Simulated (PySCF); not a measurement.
2p core levels of (OH)3Si-O-SiH3

Species: (OH)3Si-O-SiH3.
Geometry (PBE0-D3(BJ)/def2-SVP, Å), atoms numbered from 1 in this order:
```
atom  x, y, z in Å
Si1    0.2839   -0.1054   -0.9123
O2     1.8154   -0.6551   -1.1465
O3    -0.6272   -0.7167   -2.1432
O4     0.3495    1.5370   -0.8301
O5    -0.4026   -0.5706    0.5059
Si6   -0.5948    0.0624    2.0341
H7     1.8833   -1.5185   -1.5640
H8    -1.5665   -0.7995   -1.9555
H9     0.9572    1.9732   -1.4333
H10    0.6639    0.7102    2.5069
H11   -1.7012    1.0638    2.0435
H12   -0.9454   -1.0635    2.9457
```

Method used: delta-SCF UKS SCAN, pcX-2 on the ionised atom, pcseg-1 elsewhere, spin-free X2C in PySCF 2.14.0. These are vertical core ionisation energies against the vacuum level, from separate self-consistent calculations with and without the core hole. 2p3/2 and 2p1/2 are the ΔSCF energy of one spin-free 2p hole plus the eigenvalues of a spin–orbit and ligand-field matrix of the shell. The splitting includes the ligand field, and 2p3/2 is the mean of two sublevels.

When a 2p electron fills a 1s hole, the emitted photon carries the energy difference of the two hole states (Kα1 from 2p3/2, Kα2 from 2p1/2), here at the ground state's geometry.

| atom | Kα1 (eV) | Kα2 (eV) | 2p3/2 binding energy (eV) |
| --- | --- | --- | --- |
| Si1 | 1740.35 | 1739.73 | 108.68 |
| Si6 | 1739.92 | 1739.29 | 107.58 |

Question: What are the 1s and 2p1/2 binding energies?

Answer: 1s = Kα1 + 2p3/2, and 2p1/2 = 1s − Kα2:

| atom | environment | 1s (eV) | 2p1/2 (eV) |
| --- | --- | --- | --- |
| Si1 | silicon bonded to 4 O | 1849.03 | 109.30 |
| Si6 | silicon bonded to O and 3 H | 1847.50 | 108.21 |

Over the 2 silicon sites the 1s value ranges over 1.53 eV, 2p3/2 over 1.10 eV and Kα1, their difference, over 0.43 eV.

Question: And the 1s levels of the other atoms?

Answer: O5 (oxygen bonded to 2 Si) 538.11 eV; O2/O3/O4 (oxygen bonded to Si and H) 538.96 eV.

One atom of each set of topologically equivalent atoms was ionised and stands for the set; in this conformer not all members are related by symmetry, and their own values weren't computed. Isolated species at its PBE0-D3(BJ)/def2-SVP geometry (one conformer only).
